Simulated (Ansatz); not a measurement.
Harmonic frequencies (cm⁻¹) at PBE0-D4/def2-TZVP from Ansatz: 78, 112, 155, 170, 207, 241, 265, 271, 317, 352, 603, 636, 658, 695, 710, 808, 833, 851, 1623, 3745, 3848, 3910, 3914, 3920.

Each molecule was computed in one conformer, which needn't be the lowest.

Which molecule is it?
A. `C[NH2+][AlH3-]`
B. `[OH][Ga-]([OH])([OH])[OH2+]`
C. `[AlH3-][NH2+][SiH3]`
D. `[NH3+][In-]([OH])([OH])[OH]`

B.
